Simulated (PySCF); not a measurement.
C₂H₄N₂OSi, SMILES O[SiH]1N=CC=N1.

Coordinates come from a B3LYP-D3(BJ)/def2-SVP optimisation. The structure was generated by enumeration, and PubChem lists no compound with its InChIKey, so it may never have been made. Other conformers were not sampled.

Two levels are set side by side: PBE/def2-TZVP (PySCF) and M06-2X/def2-TZVP (PySCF). Same geometry, gas phase. Differences are taken from unrounded values.

| quantity | M06-2X |
|---|---|
| orbital gap (eV) | 7.54 |
| highest occupied level (eV) | -9.07 |
| lowest empty level (eV) | -1.53 |
| dipole moment (D) | 2.37 |
| mean polarisability (bohr³) | 56.7 |

**Question.** What does PBE give, and how far is it from M06-2X? (Estimate from the structure and the level; the computed values follow.)

**Answer.** 
```
quantity                       PBE  PBE minus M06-2X
---------------------------  -----  ----------------
orbital gap (eV)              2.76             -4.78
highest occupied level (eV)  -6.26              2.81
lowest empty level (eV)      -3.50             -1.97
dipole moment (D)             2.13             -0.24
mean polarisability (bohr³)   60.1               3.4
```

Without exact exchange PBE keeps part of each electron's self-repulsion, which lifts occupied levels and narrows the gap. PBE's more diffuse valence density responds more strongly to a field. Differences between two approximate levels are no errors against the true value.

Rough cost on one machine, each run with all the roots and properties that it gave: M06-2X against PBE about 4 times.
